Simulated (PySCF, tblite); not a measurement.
Isomers of C5H11OPSi, one GFN2-xTB conformer each. Single-point energies are computed at PBE0/pcSseg-1 (PySCF, gas phase, no added dispersion term), electronic only.

Task: Rank them by PBE0/pcSseg-1 energy, lowest first (kcal/mol).
A. `[CH:1]#[C:2][P@:3](=[O:4])([CH2:5][CH3:6])[CH2:7][SiH3:8]` with C2–P3–C5–C6 -60°, C2–P3–C7–Si8 173°
B. `[CH3:1][CH2:2][P:3]1[C:4]([SiH3:5])=[C:6]1[O:7][CH3:8]` with C1–C2–P3–C4 -83°, C4–C6–O7–C8 -179°
C. `[CH3:1][C:2](=[O:3])[C@H:4]1[CH2:5][Si@H:6]([PH2:7])[CH2:8]1` with C1–C2–C4–C5 127°, C5–Si6–P7–H 92° and -176°, C2–C4–C5–Si6 91°, C4–C5–Si6–P7 126°, C5–Si6–C8–C4 -17°, C2–C4–C8–Si6 -91°

Result: C (0.0), A (24.2), B (43.4).

As drawn, the lowest has a four-membered ring and a C=O bond, which the highest lacks; the highest has a three-membered ring and a C=C bond outside aromatic rings, which the lowest lacks. GFN2-xTB itself gives, in the same order: 9.4, 0.0, 35.0. GFN2-xTB puts C#C[P@](=O)(CC)C[SiH3] lowest instead; measured from each level's own lowest isomer, the values differ by up to 24.2 kcal/mol (C#C[P@](=O)(CC)C[SiH3]: 0.0 against 24.2).

Task: Which frontier levels, dipoles and rotational constants go with these structures?

Result: 
```tsv
SMILES	HOMO (eV, PBE0/pcSseg-1)	LUMO (eV)	dipole (D)	A, B, C (MHz)
CC(=O)[C@H]1C[Si@H](P)C1	-7.03	-0.53	2.09	4228, 694.5, 675.3
C#C[P@](=O)(CC)C[SiH3]	-7.69	-0.21	4.12	1906, 1009, 876.0
CCP1C([SiH3])=C1OC	-6.18	-0.09	2.22	1344, 1161, 704.9
```

Task: What happens when harmonic zero-point energies from GFN2-xTB frequencies are added?

Result: 
| SMILES | ZPE (kcal/mol) | electronic (kcal/mol) | with ZPE (kcal/mol) |
| --- | --- | --- | --- |
| CC(=O)[C@H]1C[Si@H](P)C1 | 90.4 | 0.0 | 0.0 |
| C#C[P@](=O)(CC)C[SiH3] | 87.5 | 24.2 | 21.3 |
| CCP1C([SiH3])=C1OC | 88.2 | 43.4 | 41.3 |

The zero-point energies span 2.9 kcal/mol. The order is unchanged.
